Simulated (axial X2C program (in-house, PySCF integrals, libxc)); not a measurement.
# Ω levels of TbSH⁺ from open-shell CI on f9 s0

Computed with an axial X2C code built on PySCF integrals: two-component X2C with atomic mean-field Coulomb and Gaunt terms, basis Tb dyall-v3z, S dyall-v3z, H dyall-v3z (cores contracted in-house). Orbitals come from Hartree–Fock averaged over the configuration Tb f9 s0; CI then distributes these electrons over the f, s shells of Tb.

Tb–S–H held linear, bonds 2.491 and 1.340 Å (the second held) (near the minimum of the configuration average).

Active spinors (ω > 0):

```
shell    ω  ε (eV)           character
    f  5/2   -8.65           100% Tb f
    f  3/2   -8.61           100% Tb f
    f  1/2   -8.59           100% Tb f
    f  7/2   -7.92           100% Tb f
    f  5/2   -7.89           100% Tb f
    f  3/2   -7.86           100% Tb f
    f  1/2   -7.85           100% Tb f
    s  1/2   -4.89  76% Tb s, 20% Tb p
```

Lowest levels of this model:

| Ω | energy (cm⁻¹) | g∥ | configuration |
| --- | --- | --- | --- |
| 15/2 | 0 | 19.93 | 100% f9 |
| 13/2 | 119 | 17.21 | 100% f9 |
| 11/2 | 194 | 14.54 | 100% f9 |
| 9/2 | 258 | 11.87 | 100% f9 |
| 7/2 | 322 | 9.19 | 100% f9 |
| 5/2 | 384 | 6.53 | 100% f9 |
| 3/2 | 435 | 3.90 | 100% f9 |
| 1/2 | 464 | 1.29 | 100% f9 |
| 13/2 | 2637 | 16.69 | 100% f9 |
| 11/2 | 2708 | 14.00 | 100% f9 |
| 9/2 | 2803 | 11.39 | 100% f9 |
| 7/2 | 2881 | 8.82 | 100% f9 |
| 5/2 | 2935 | 6.27 | 100% f9 |
| 3/2 | 2967 | 3.75 | 100% f9 |
| 1/2 | 2981 | 1.25 | 100% f9 |
| 11/2 | 4555 | 13.36 | 100% f9 |
| 9/2 | 4627 | 10.77 | 100% f9 |
| 7/2 | 4726 | 8.25 | 100% f9 |
| 5/2 | 4794 | 5.85 | 100% f9 |
| 3/2 | 4825 | 3.49 | 100% f9 |
| 1/2 | 4835 | 1.16 | 100% f9 |
| 9/2 | 6039 | 9.91 | 100% f9 |
| 7/2 | 6116 | 7.49 | 100% f9 |
| 5/2 | 6215 | 5.12 | 100% f9 |
| 3/2 | 6264 | 3.07 | 100% f9 |
| 1/2 | 6269 | 1.01 | 100% f9 |
| 11/2 | 8825 | 15.95 | 100% f9 |

g∥ is the magnitude of 2⟨Lz + ge Sz⟩ for the +Ω component.

Question: From Ω and g∥ of the lowest level, whose 2⟨Lz + ge Sz⟩ is positive, find ⟨Sz⟩ and ⟨Lz⟩ (ge = 2.0023).

Answer: Ω = ⟨Lz⟩ + ⟨Sz⟩ = 15/2 and ⟨Lz⟩ + ge⟨Sz⟩ = 9.965, so ⟨Sz⟩ = 2.46 and ⟨Lz⟩ = 5.04.

Occupations of the active spinors in the lowest level by ω, shell by shell in order of energy: -7/2: 0.00; -5/2: 0.92 0.08; -3/2: 0.82 0.18; -1/2: 0.67 0.33 0.00; 1/2: 0.54 0.46 0.00; 3/2: 1.00 1.00; 5/2: 1.00 1.00; 7/2: 1.00. The leading determinant has weight 0.28 among 208.

This point took 1.8 s on 1 thread of AMD EPYC 9R45 96-Core Processor (Zen 5) (shared host).

There is no dynamic correlation: spin–orbit spacings and, for f shells, spacings inside one term are the most reliable numbers, splittings between terms come out too wide, and energies between configurations are not reliable, so the lowest level need not be the ground state of the molecule. At most 4 roots were kept for each Ω > 0 (twice that for Ω = 0) within 2.2 eV of the lowest, so higher up levels can be missing between those listed; levels with Ω > 0 are doubly degenerate and listed once, Ω = 0 levels singly. States that fill the shells left empty in the average are placed too high. The molecule was held linear; bending was not examined. Hydrosulfides and their kin are strongly bent in nature, so this linear model does not describe the real molecule.
